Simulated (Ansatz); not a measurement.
Input and output for CH5InO3 (`C[O][In]([OH])[OH]`).

```yaml
crystal:
  periodic: [false, false, false]
  atoms:
    - {symbol: C, position_ang: [0.552881, -1.720556, -0.492808]}
    - {symbol: O, position_ang: [0.559451, -0.919016, 0.660857]}
    - {symbol: In, position_ang: [-0.184631, 0.907241, 0.640758]}
    - {symbol: O, position_ang: [-0.169791, 1.999538, 2.272844]}
    - {symbol: O, position_ang: [-0.957868, 1.684082, -1.012431]}
    - {symbol: H, position_ang: [1.032805, -2.673438, -0.247365]}
    - {symbol: H, position_ang: [1.113696, -1.276702, -1.327077]}
    - {symbol: H, position_ang: [-0.461164, -1.946456, -0.850557]}
    - {symbol: H, position_ang: [-0.561130, 2.863191, 2.115740]}
    - {symbol: H, position_ang: [-0.924239, 1.082115, -1.759960]}
basis:
  gaussian: {orbitals: def2-TZVP}
hamiltonian: {xc: {name: r2SCAN}, dispersion: d4}
accuracy: high
scf: {lower_state_search: off}
output: {forces: true}
```

```sh
$ ansatz run in.yaml --threads 4 --pin off --events-out ev --progress --plain --max-ram 10444MiB
```

Output, abridged:

```
Functional definition: r2SCAN
3874 factors; integrals over basis functions are off by at most 2.1e-8 eV
mean field evaluation 1: about -12414.8530 eV, gradient 1.1e2 eV
mean field evaluation 2: about -12324.5650 eV, gradient 2.3e2 eV
mean field evaluation 4: about -12434.9093 eV, gradient 2.0e1 eV
mean field evaluation 8: about -12435.6748 eV, gradient 4.1e-1 eV
mean field evaluation 16: about -12435.6736 eV, gradient 4.9e-5 eV
mean field -12435.67356151 eV, -457.0025741834 hartree, gradient 8.1e-9 eV, S^2 0.000000; 0 other end points of the search recorded, 0 dependent functions left out
reference -12435.67356333 eV, -457.0025742502 hartree; 28, 28 occupied and 176, 176 virtual orbitals, 3874 factors
Total energy: -12435.71559376 eV, -457.0041188398 hartree
Atom 0 at     0.552881    -1.720556    -0.492808 Å, force    -0.017860    -0.144755    -0.264744 eV/Å
Atom 1 at     0.559451    -0.919016     0.660857 Å, force     0.087540     0.001372     0.305803 eV/Å
Atom 2 at    -0.184631     0.907241     0.640758 Å, force    -0.003228    -0.001653    -0.010343 eV/Å
Atom 3 at    -0.169791     1.999538     2.272844 Å, force     0.086576    -0.091216     0.177786 eV/Å
Atom 4 at    -0.957868     1.684082    -1.012431 Å, force    -0.089455     0.215326    -0.010777 eV/Å
Atom 5 at     1.032805    -2.673438    -0.247365 Å, force     0.009174    -0.008321     0.018985 eV/Å
Atom 6 at     1.113696    -1.276702    -1.327077 Å, force     0.014862     0.013629    -0.021213 eV/Å
Atom 7 at    -0.461164    -1.946456    -0.850557 Å, force    -0.027318    -0.004166    -0.008728 eV/Å
Atom 8 at    -0.561130     2.863191     2.115740 Å, force    -0.077733     0.152297    -0.058855 eV/Å
Atom 9 at    -0.924239     1.082115    -1.759960 Å, force     0.017441    -0.132512    -0.127912 eV/Å
Dipole moment:    -0.076417    -0.088110    -0.394292 e Å
Checks for a lower state left out: stability, starts, cluster_reference, orbital_swaps, neighbouring_geometries, increment
```

Hardware: 4 threads of an Intel Xeon 6975P-C on a shared host. Wall time 7 s, peak host memory 0.83 GiB.
